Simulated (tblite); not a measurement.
Record of a relaxation.

Compound: C5H7O3S (doublet state).
Atom-mapped SMILES: `[CH3:1][C@@H:2]1[CH2:3][CH:4]=[C:5]1[S:6]([O:7])(=[O:8])=[O:9]` (hydrogens: H10, H11, H12 on C1; H13 on C2; H14, H15 on C3; H16 on C4)
Bond orders are those of one Lewis drawing.

Computed with GFN2-xTB (tblite), gas phase: L-BFGS steps from a force-field or distance-geometry start until the largest atomic force falls under 0.01 eV/Å. 9 of its 62 geometries are shown.

Step 0: E = -803.2298 eV, largest atomic force 5.598 eV/Å
```
atom  x, y, z in Å  |  force x, y, z in eV/Å
C1     -1.340    0.818    0.941   -2.029   0.978   0.072
C2     -0.715    0.326   -0.342   -1.958   2.703   0.014
C3     -1.129   -1.092   -0.565   -3.050  -1.853  -0.664
C4      0.273   -1.411   -0.493    2.281  -4.459  -0.449
C5      0.627   -0.193   -0.273    2.644   1.777   0.174
S6      2.212    0.556   -0.033    5.159   2.170  -0.120
O7      2.928    1.039   -1.458   -2.483  -1.504   3.466
O8      3.174   -0.433    0.607   -2.028   0.981  -1.423
O9      2.132    1.739    0.890   -0.744  -1.631  -1.645
H10    -1.655   -0.038    1.575    0.576   0.778  -0.141
H11    -0.774    1.555    1.498    0.290  -0.165  -0.019
H12    -2.308    1.340    0.648    0.962  -0.534   0.462
H13    -0.918    0.990   -1.214    0.157  -0.139   0.638
H14    -1.641   -1.286   -1.543    0.346  -0.087   0.856
H15    -1.705   -1.537    0.304    0.314   0.313  -1.225
H16     0.831   -2.363   -0.552   -0.435   0.671   0.004
```

Step 8: E = -805.1915 eV, largest atomic force 0.655 eV/Å
```
atom  x, y, z in Å  |  force x, y, z in eV/Å
C1     -1.390    0.895    0.942    0.313  -0.101   0.209
C2     -0.729    0.364   -0.322   -0.010  -0.292   0.176
C3     -1.093   -1.134   -0.602    0.257   0.265   0.046
C4      0.389   -1.465   -0.503   -0.267   0.216   0.023
C5      0.687   -0.195   -0.272   -0.601  -0.260   0.026
S6      2.364    0.616   -0.015   -0.158  -0.087  -0.145
O7      2.696    0.955   -1.376   -0.088  -0.117  -0.017
O8      3.041   -0.521    0.567   -0.133   0.266   0.025
O9      1.980    1.713    0.836    0.006  -0.119   0.206
H10    -1.589    0.070    1.624    0.014   0.055   0.047
H11    -0.735    1.582    1.474   -0.004   0.162  -0.205
H12    -2.338    1.385    0.714    0.220  -0.013  -0.038
H13    -0.904    1.042   -1.153    0.131   0.032  -0.130
H14    -1.583   -1.331   -1.543    0.168  -0.002  -0.406
H15    -1.695   -1.558    0.190    0.009  -0.168   0.217
H16     0.891   -2.410   -0.571    0.142   0.164  -0.036
```

Step 15: E = -805.2934 eV, largest atomic force 0.233 eV/Å
```
atom  x, y, z in Å  |  force x, y, z in eV/Å
C1     -1.352    0.914    0.965    0.086  -0.022  -0.020
C2     -0.747    0.346   -0.305    0.102  -0.109   0.078
C3     -1.098   -1.150   -0.627    0.205   0.096   0.055
C4      0.381   -1.476   -0.504   -0.040   0.080   0.013
C5      0.646   -0.216   -0.234   -0.158  -0.083  -0.001
S6      2.292    0.601   -0.005   -0.117  -0.038  -0.013
O7      2.575    0.914   -1.386   -0.013   0.039   0.147
O8      2.982   -0.521    0.578    0.097   0.121   0.022
O9      1.915    1.688    0.863    0.088   0.023  -0.004
H10    -1.538    0.125    1.694    0.107   0.098  -0.006
H11    -0.682    1.652    1.409    0.023  -0.076  -0.098
H12    -2.294    1.405    0.735   -0.037  -0.002   0.020
H13    -0.863    1.044   -1.133   -0.054  -0.059  -0.067
H14    -1.493   -1.331   -1.621   -0.099   0.031  -0.011
H15    -1.687   -1.611    0.158   -0.163  -0.066  -0.082
H16     0.955   -2.375   -0.597   -0.028  -0.032  -0.031
```

Step 23: E = -805.3295 eV, largest atomic force 0.120 eV/Å
```
atom  x, y, z in Å  |  force x, y, z in eV/Å
C1     -1.313    0.931    0.963    0.040  -0.011   0.004
C2     -0.753    0.317   -0.300    0.087  -0.032   0.025
C3     -1.107   -1.170   -0.640    0.043   0.014  -0.013
C4      0.371   -1.504   -0.508   -0.050   0.032   0.006
C5      0.632   -0.250   -0.202   -0.005  -0.016  -0.086
S6      2.258    0.615    0.036   -0.047  -0.035   0.033
O7      2.486    0.919   -1.358   -0.007   0.047   0.089
O8      3.010   -0.469    0.612    0.046   0.007  -0.012
O9      1.894    1.703    0.906   -0.053   0.020  -0.046
H10    -1.440    0.185    1.744    0.058  -0.010  -0.006
H11    -0.614    1.687    1.318   -0.020   0.013  -0.007
H12    -2.272    1.403    0.769   -0.021   0.009  -0.002
H13    -0.872    0.991   -1.149    0.022   0.012   0.002
H14    -1.487   -1.298   -1.648   -0.003  -0.030  -0.116
H15    -1.757   -1.658    0.078    0.015  -0.007   0.117
H16     0.956   -2.393   -0.632   -0.102  -0.013   0.012
```

Step 30: E = -805.3435 eV, largest atomic force 0.109 eV/Å
```
atom  x, y, z in Å  |  force x, y, z in eV/Å
C1     -1.278    0.935    0.957    0.009  -0.001  -0.002
C2     -0.743    0.309   -0.310    0.069   0.005  -0.033
C3     -1.117   -1.171   -0.653   -0.006  -0.034   0.007
C4      0.351   -1.528   -0.524    0.028   0.008   0.030
C5      0.633   -0.277   -0.222    0.094   0.002   0.047
S6      2.235    0.622    0.068   -0.009   0.049  -0.043
O7      2.450    0.951   -1.323    0.034  -0.003  -0.046
O8      3.039   -0.428    0.634   -0.068   0.023   0.008
O9      1.833    1.704    0.930   -0.062  -0.069   0.058
H10    -1.355    0.206    1.758    0.023  -0.046   0.010
H11    -0.592    1.719    1.274    0.060   0.018  -0.006
H12    -2.253    1.385    0.789   -0.042  -0.034  -0.029
H13    -0.862    0.984   -1.157    0.020   0.052  -0.035
H14    -1.483   -1.302   -1.667   -0.092   0.006  -0.014
H15    -1.758   -1.655    0.075   -0.078   0.000   0.049
H16     0.891   -2.444   -0.642    0.021   0.025  -0.001
```

Step 38: E = -805.3546 eV, largest atomic force 0.047 eV/Å
```
atom  x, y, z in Å  |  force x, y, z in eV/Å
C1     -1.242    0.931    0.946   -0.020  -0.010  -0.005
C2     -0.719    0.308   -0.327   -0.027   0.005  -0.036
C3     -1.129   -1.167   -0.653   -0.023  -0.016   0.005
C4      0.336   -1.548   -0.524    0.014  -0.011  -0.044
C5      0.644   -0.299   -0.241    0.011  -0.007   0.026
S6      2.213    0.637    0.076    0.005   0.009   0.004
O7      2.457    0.997   -1.302    0.011   0.020   0.006
O8      3.033   -0.398    0.648   -0.016  -0.027  -0.003
O9      1.751    1.681    0.955    0.002   0.004  -0.002
H10    -1.278    0.199    1.748    0.025  -0.009   0.032
H11    -0.570    1.735    1.241   -0.005   0.001   0.005
H12    -2.238    1.338    0.790   -0.004   0.020   0.008
H13    -0.827    0.992   -1.168   -0.009   0.009  -0.040
H14    -1.527   -1.304   -1.656    0.020   0.013   0.014
H15    -1.774   -1.622    0.093   -0.006   0.012   0.017
H16     0.861   -2.472   -0.640    0.020  -0.013   0.014
```

Step 46: E = -805.3558 eV, largest atomic force 0.034 eV/Å
```
atom  x, y, z in Å  |  force x, y, z in eV/Å
C1     -1.239    0.930    0.943    0.001   0.004  -0.005
C2     -0.721    0.308   -0.332   -0.025   0.006  -0.023
C3     -1.129   -1.168   -0.653   -0.026  -0.003   0.003
C4      0.336   -1.549   -0.527    0.002  -0.004  -0.002
C5      0.642   -0.299   -0.246    0.022   0.011   0.003
S6      2.209    0.639    0.078    0.014   0.002   0.010
O7      2.465    1.011   -1.294    0.000   0.008   0.004
O8      3.019   -0.406    0.646    0.004  -0.022   0.001
O9      1.747    1.678    0.962   -0.004  -0.002  -0.002
H10    -1.260    0.201    1.749   -0.008  -0.013   0.000
H11    -0.569    1.736    1.235    0.016   0.027  -0.008
H12    -2.238    1.337    0.798    0.008  -0.013   0.000
H13    -0.830    0.986   -1.179   -0.017   0.016   0.007
H14    -1.529   -1.305   -1.656    0.007  -0.011   0.029
H15    -1.774   -1.615    0.100    0.006  -0.011  -0.018
H16     0.864   -2.473   -0.634    0.000   0.007   0.002
```

Step 53: E = -805.3568 eV, largest atomic force 0.019 eV/Å
```
atom  x, y, z in Å  |  force x, y, z in eV/Å
C1     -1.234    0.931    0.939   -0.014  -0.001  -0.007
C2     -0.728    0.311   -0.342   -0.015  -0.005  -0.005
C3     -1.131   -1.169   -0.651   -0.015  -0.004  -0.005
C4      0.336   -1.542   -0.526    0.001  -0.007  -0.002
C5      0.639   -0.289   -0.259    0.012   0.005  -0.012
S6      2.209    0.638    0.081    0.006   0.002   0.004
O7      2.483    1.028   -1.282    0.001  -0.010  -0.008
O8      3.002   -0.425    0.642    0.011   0.003   0.001
O9      1.749    1.670    0.974   -0.004  -0.013   0.013
H10    -1.243    0.200    1.743    0.015   0.011   0.003
H11    -0.565    1.743    1.221   -0.007  -0.007   0.001
H12    -2.237    1.329    0.808   -0.002   0.008  -0.006
H13    -0.851    0.987   -1.189   -0.005   0.001   0.018
H14    -1.532   -1.318   -1.651   -0.001   0.001   0.006
H15    -1.771   -1.619    0.104    0.006   0.011  -0.003
H16     0.865   -2.467   -0.624    0.012   0.005   0.002
```

Step 61: E = -805.3571 eV, largest atomic force 0.008 eV/Å
```
atom  x, y, z in Å  |  force x, y, z in eV/Å
C1     -1.234    0.932    0.937   -0.001   0.002   0.000
C2     -0.732    0.312   -0.345    0.004   0.003   0.005
C3     -1.132   -1.171   -0.652   -0.001   0.002   0.005
C4      0.336   -1.540   -0.527    0.002   0.002  -0.004
C5      0.638   -0.285   -0.266    0.001   0.001   0.000
S6      2.211    0.634    0.083   -0.001   0.000   0.002
O7      2.487    1.031   -1.278   -0.001  -0.002   0.001
O8      3.004   -0.430    0.641    0.000  -0.001  -0.005
O9      1.748    1.661    0.982    0.001   0.000   0.005
H10    -1.234    0.204    1.744    0.000   0.006  -0.006
H11    -0.566    1.746    1.214   -0.007  -0.001  -0.004
H12    -2.239    1.327    0.809    0.001  -0.003   0.001
H13    -0.862    0.989   -1.190    0.004  -0.004  -0.001
H14    -1.535   -1.323   -1.650    0.001   0.001   0.001
H15    -1.769   -1.617    0.107   -0.002  -0.005   0.005
H16     0.871   -2.462   -0.621    0.000  -0.002  -0.004
```

Task: Summarise the path.

Result: The energy falls by 2.1273 eV from step 0 to step 61; nine tenths of that is first reached at step 7. It falls at every step. The largest force goes from 5.598 to 0.008 eV/Å. Among the bonds S6–O7 changes most, from 1.667 to 1.444 Å; the atoms move by 0.257 Å rms after alignment.

Task: Follow the three bonds and two angles with the largest change from start to end.

Result: 
```tsv
step	E above end (eV)	largest force (eV/Å)	S6–O7 (Å)	C5–S6 (Å)	S6=O8 (Å)	C5–S6–O7 (°)	O7–S6–O8 (°)
0	2.1273	5.598	1.667	1.769	1.521	113.0	106.0
3	0.3995	0.990	1.431	1.933	1.435	105.6	115.1
5	0.2780	0.629	1.448	1.972	1.444	101.6	116.8
8	0.1656	0.655	1.441	1.880	1.445	100.3	117.2
11	0.0968	0.543	1.438	1.846	1.438	100.8	117.1
13	0.0736	0.182	1.443	1.854	1.440	99.6	117.4
16	0.0563	0.309	1.443	1.850	1.442	98.3	117.5
19	0.0389	0.159	1.442	1.848	1.440	97.7	117.3
21	0.0323	0.178	1.444	1.853	1.440	97.2	117.4
24	0.0254	0.123	1.445	1.858	1.439	96.2	117.5
27	0.0194	0.132	1.445	1.859	1.439	95.5	117.4
29	0.0156	0.125	1.446	1.859	1.439	95.2	117.4
32	0.0094	0.139	1.446	1.859	1.439	95.3	117.5
34	0.0064	0.084	1.446	1.856	1.439	95.8	117.4
37	0.0030	0.088	1.445	1.854	1.439	96.0	117.5
40	0.0020	0.033	1.445	1.856	1.439	96.2	117.6
42	0.0018	0.020	1.445	1.856	1.439	96.4	117.6
45	0.0015	0.039	1.445	1.855	1.439	96.5	117.5
48	0.0010	0.040	1.444	1.855	1.439	96.7	117.6
50	0.0007	0.040	1.444	1.855	1.440	96.9	117.6
53	0.0003	0.019	1.444	1.855	1.440	97.0	117.6
56	0.0001	0.015	1.444	1.855	1.439	96.9	117.6
58	0.0001	0.013	1.444	1.856	1.440	96.9	117.6
61	0.0000	0.008	1.444	1.856	1.439	96.9	117.6
```

The cost below is that of the whole relaxation. On one thread, Arm Neoverse V2 (aarch64), shared host, this took 0.38 s.
